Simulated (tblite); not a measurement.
Compound: C6H12GeOSi.
Numbering: `[CH3:1][O:2][SiH2:3][C:4]#[C:5][GeH2:6][CH:7]1[CH2:8][CH2:9]1` (hydrogens: H10, H11, H12 on C1; H13, H14 on Si3; H15, H16 on Ge6; H17 on C7; H18, H19 on C8; H20, H21 on C9)

Cartesian coordinates in Å at the GFN2-xTB level; atoms count from 1:
```
atom  x, y, z in Å
C1     4.4750    0.5481    0.1332
O2     3.9974   -0.7128   -0.2163
Si3    2.6322   -1.1227   -0.9920
C4     1.1341   -0.4295   -0.1353
C5     0.1929    0.0595    0.4507
Ge6   -1.3464    0.7912    1.2912
C7    -2.9481   -0.1858    0.7291
C8    -3.0452   -0.6664   -0.6904
C9    -3.9106    0.4546   -0.2298
H10    4.7144    1.1353   -0.7577
H11    3.7349    1.0949    0.7235
H12    5.3805    0.4143    0.7273
H13    2.7209   -2.5702   -0.8845
H14    2.5934   -0.5889   -2.3609
H15   -1.1441    0.7377    2.7809
H16   -1.4218    2.2369    0.8784
H17   -3.3871   -0.8350    1.4775
H18   -3.5013   -1.6275   -0.8780
H19   -2.2273   -0.4384   -1.3605
H20   -3.6852    1.4497   -0.5894
H21   -4.9675    0.2720   -0.0978
```

All values are computed: GFN2-xTB (tblite) harmonic vibrations without scaling, gas phase. This tight-binding method is rough: wavenumbers can miss measured ones by several per cent, in bad cases by 10 to 20. Modes of hydrogen on germanium and silicon can be 10 to 20 % off. One conformer, not necessarily the lowest. The optimisation stopped once no atom felt more than 0.01 eV/Å.

Lowest wavenumbers of the output (negative numbers stand for imaginary wavenumbers):
```
mode    cm-1
  1     -25.8
  2       7.2
  3      34.7
  4      57.0
  5      87.5
  6     109.9
  7     141.1
  8     187.7
```

Task: Is this structure a minimum?

Result: Not by this Hessian. 1 mode is imaginary beyond 20i (26i cm⁻¹), so at this level the point lies at or near a first-order saddle. The curvature is small, so loose convergence or finite differences may be the whole cause.

Task: Which atoms move in the imaginary mode?

Result: 26i: C9 (three-membered-ring carbon) 35 %, C8 (three-membered-ring carbon) 18 %. These are shares of the mass-weighted motion.

Task: What is the remedy?

Result: Step along that mode in both directions, optimise again with tighter thresholds and repeat the frequencies. The zero-point energy of this point (95.5 kcal/mol) counts the 56 real modes alone, and thermal corrections from it aren't those of a minimum.
